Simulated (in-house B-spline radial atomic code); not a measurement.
Radial electron density of the lanthanum ion La⁶⁺, [Kr] 4d10 5s2 5p2 6d1. Level of theory: Dirac-Hartree-Fock, average of configuration, Fermi nucleus of rms radius 4.855 fm; calculated with an all-electron radial atomic-structure program (B-spline basis).

Columns: r (bohr), 4πr²n(r) (electrons per bohr), bar.

```
0.000861    2.019 #
 0.00108    2.976 #
 0.00135    4.331 ##
 0.00169     6.27 ###
 0.00211    8.951 ####
 0.00264    12.67 ######
 0.00331    17.71 ########
 0.00414     24.2 ###########
 0.00518    32.33 ###############
 0.00648    41.91 ###################
 0.00811    52.42 ########################
  0.0101    62.49 ############################
  0.0127    71.06 ################################
  0.0159    75.67 ##################################
  0.0199    75.43 ##################################
  0.0249     71.3 ################################
  0.0312    66.98 ##############################
   0.039    67.84 ###############################
  0.0488    76.88 ###################################
  0.0611    90.35 #########################################
  0.0764    97.77 ############################################
  0.0956    91.33 #########################################
    0.12    76.81 ###################################
    0.15    71.51 ################################
   0.187    79.79 ####################################
   0.235    82.98 #####################################
   0.294    63.71 #############################
   0.367     37.6 #################
    0.46    29.12 #############
   0.575    33.93 ###############
    0.72     30.9 ##############
   0.901    18.85 ########
    1.13    9.436 ####
    1.41    5.581 ###
    1.77    3.115 #
    2.21    1.095 
    2.77   0.3117 
    3.46   0.3886 
    4.33   0.3469 
    5.42   0.1208 
    6.78  0.01523 
    8.49 0.000578 
    10.6 5.606e-06 
    13.3 9.642e-09
```

On this grid the curve has 5 maxima, near 0.0159, 0.0764, 0.235, 0.575, 3.46 bohr.

The 6d3/2 radial function P(r) = rR(r), positive near the nucleus, with its small component Q(r) (sign convention: Q ≈ (P' + κP/r)/2c):

```json
{"r (bohr)": "0.0101", "P": "0.0007595", "Q": "0.001108"}
{"r (bohr)": "0.0159", "P": "0.002459", "Q": "0.002367"}
{"r (bohr)": "0.0249", "P": "0.007561", "Q": "0.004666"}
{"r (bohr)": "0.039", "P": "0.02156", "Q": "0.008239"}
{"r (bohr)": "0.0611", "P": "0.0541", "Q": "0.01223"}
{"r (bohr)": "0.0956", "P": "0.1102", "Q": "0.01362"}
{"r (bohr)": "0.15", "P": "0.1586", "Q": "0.00852"}
{"r (bohr)": "0.235", "P": "0.1022", "Q": "-0.001752"}
{"r (bohr)": "0.367", "P": "-0.1081", "Q": "-0.007489"}
{"r (bohr)": "0.575", "P": "-0.245", "Q": "-0.002551"}
{"r (bohr)": "0.901", "P": "0.01958", "Q": "0.004148"}
{"r (bohr)": "1.41", "P": "0.3966", "Q": "0.002882"}
{"r (bohr)": "2.21", "P": "0.07102", "Q": "-0.00255"}
{"r (bohr)": "3.46", "P": "-0.6122", "Q": "-0.001933"}
{"r (bohr)": "5.42", "P": "-0.3442", "Q": "0.0003412"}
{"r (bohr)": "8.49", "P": "-0.02349", "Q": "6.861e-05"}
```
